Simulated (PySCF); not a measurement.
All values below come from PBE-D3(BJ)/def2-TZVP (PySCF). Gas-phase values, no solvent. One relaxed conformer stands for a flexible species; it need not be the lowest. Delta-SCF ions had no search for a lower state. Excitations are Tamm–Dancoff values on a coarser integration grid. The basis has no diffuse functions, so Rydberg states are missing or too high.

Reference species (SMILES): `C=C/C=C/[SiH3]` (C–C–C–C torsion 180°) (neutral, multiplicity 1).

```yaml
HOMO–LUMO gap: 3.72 eV
HOMO: -5.99 eV
T1 excitation (TDA): 3.01 eV
vertical ionisation energy (Delta-SCF): 8.70 eV
```

Changed species: `C=CC(=C)[SiH3]` (C–C–C–Si torsion 0°).

Question: What does the change do to the HOMO–LUMO gap, HOMO, T1 excitation (TDA) and vertical ionisation energy (Delta-SCF)?

Answer: the HOMO–LUMO gap rises by 0.18 eV, to 3.90 eV; the HOMO decreases by 0.05 eV, to -6.04 eV; the T1 excitation (TDA) goes up by 0.12 eV, to 3.13 eV; the vertical ionisation energy (Delta-SCF) rises by 0.18 eV, to 8.88 eV.
